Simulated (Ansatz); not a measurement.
`CN[SiH2][SiH3]` + H₂O → `CN[SiH2]O` + SiH₄ at 600 K and 1 bar (formal hydrolysis of the Si–Si bond).

Isolated molecules relaxed with PBE0-D4/def2-TZVP in Ansatz; ΔE leaves out vibrations. CCSD(T)/CBS adds triple-zeta CCSD(T) − MP2 to the extrapolated MP2 energy (def2 sets, frozen cores). This one scheme is used for every species. One conformer a species, not always the lowest.

| species | CCSD(T)/CBS energy (Eh) | H − E (kJ/mol) | S (J/(mol·K)) |
| --- | --- | --- | --- |
| `CN[SiH2][SiH3]` | -676.32808 | 322.9 | 472.6 |
| H₂O | -76.37941 | 76.8 | 212.8 |
| `CN[SiH2]O` | -461.28708 | 284.6 | 416.4 |
| SiH₄ | -291.46306 | 108.7 | 242.3 |

H − E and S are ideal-gas, rigid-rotor, harmonic terms from PBE0-D4/def2-TZVP, for one conformer and one mirror image of each species. 1 Eh = 2625.50 kJ/mol, R = 8.31446 J/(mol·K).

Question: By hand: ΔE, ΔH, ΔS and ΔG.

Answer: ΔE = (-461.28708) + (-291.46306) − (-676.32808) − (-76.37941) = -0.04265 Eh = -112.0 kJ/mol. Δ(H − E) = 284.6 + 108.7 − 322.9 − 76.8 = -6.4, so ΔH = -118.4 kJ/mol. ΔS = 416.4 + 242.3 − 472.6 − 212.8 = -26.7 J/(mol·K). ΔG = -118.4 − 600 × (-26.7)/1000 = -102.4 kJ/mol.

Question: By hand: the equilibrium constant, and the temperature at which ΔG would vanish if ΔH and ΔS stayed fixed.

Answer: log₁₀ K = −ΔG/(RT ln 10) = 8.9. ΔG = 0 at ΔH/ΔS = 4434 K, far beyond where these terms or the molecules hold.

ΔH outweighs TΔS. A doubt of 5 kJ/mol in ΔE shifts log₁₀ K by 0.4 here. Other conformers and mirror images would add mixing entropy, several J/(mol·K) or more a flexible species. These are equilibria of isolated gas molecules and say nothing of rates. Largest T1 diagnostic: 0.012 (customary marks: 0.02 for closed shells, 0.045 for open ones).
